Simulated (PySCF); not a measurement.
# Ionisation energy of Mg²⁺ by level of theory

Mg²⁺ [Ne] (1S) → Mg³⁺ [He] 2s2 2p5 (2P), as a difference of total energies. All numbers are calculated (PySCF 2.14, scalar relativity by spin-free X2C-1e, in cc-pVDZ-DK (4s3p1d, 18 functions)). Correlated levels: valence: [He] 2s2 frozen. The calculations carry no spin-orbit coupling.

| method | ionisation energy (eV) | error (eV) |
| --- | --- | --- |
| UHF | 81.039 | +0.895 |
| PBE0 | 82.479 | +2.335 |
| M06-2X | 82.492 | +2.348 |
| MP2 (valence) | 81.075 | +0.931 |
| SCS-MP2 (valence) | 81.073 | +0.929 |
| CCSD (valence) | 81.073 | +0.929 |
| CCSD(T) (valence) | 81.074 | +0.930 |

Reference: 80.144 eV (measured; NIST Atomic Spectra Database, ionization energies).

Errors of the correlated levels include the incompleteness of this basis and the frozen core.
